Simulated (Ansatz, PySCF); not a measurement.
Reaction (SMILES): [F][In]([F])[F] → [F][In]([F])[F] as doublet, charge +1 + e-

Property: adiabatic ionisation energy (0 K, with zero-point energies), in eV. Set-up: no dispersion term unless named; STO-3G and 3-21G all-electron and non-relativistic; UHF or UKS for open shells; valence correlation only (noble-gas shells and the d and f shells of earlier blocks); def2 sets with scalar-relativistic core potentials past Kr; LANL2DZ with its own core potentials from Na on; spin-orbit terms left out; 6-31G* and kin with 6d, 5d where marked. Ab initio and DFT rows: single points at B3LYP-D3(BJ) geometries (Ansatz, an electronic-structure program), with unscaled harmonic terms from B3LYP/6-31G* (LANL2DZ past Ar) (Ansatz) at its own minima. A UHF reference is markedly spin-contaminated in at least one set, which strains HF and MP2. The Hartree-Fock reference of [F][In]([F])[F] as doublet, charge +1 is unstable towards a lower, spin-broken solution. The spin state of an ion or metal species was assumed, not searched.

| level | program | adiabatic ionisation energy (0 K, with zero-point energies) (eV) |
|---|---|---|
| PBE/3-21G | Ansatz | 10.99 |
| PBE/def2-SVP | Ansatz | 12.12 |
| PBE/6-31G* with LANL2DZ past Ar | Ansatz | 12.00 |
| B3LYP/def2-SVP | Ansatz | 12.55 |
| B3LYP/6-31G* with LANL2DZ past Ar | Ansatz | 12.41 |
| PBE0/6-31G* with LANL2DZ past Ar | Ansatz | 12.40 |
| MP2/LANL2DZ | Ansatz | 13.84 |
| M06-2X/def2-TZVPD | PySCF | 13.25 |

No value to compare with is used here. The 7 habitual levels span 10.99 (PBE/3-21G) to 13.84 eV (MP2/LANL2DZ); M06-2X/def2-TZVPD gives 13.25.

The levels are drawn from those run, B3LYP/6-31G* more often than the rest, none by its result; left out are runs that failed, that the program found above a lower state of the same kind, or whose <S^2> lies over 0.5 above the pure value.
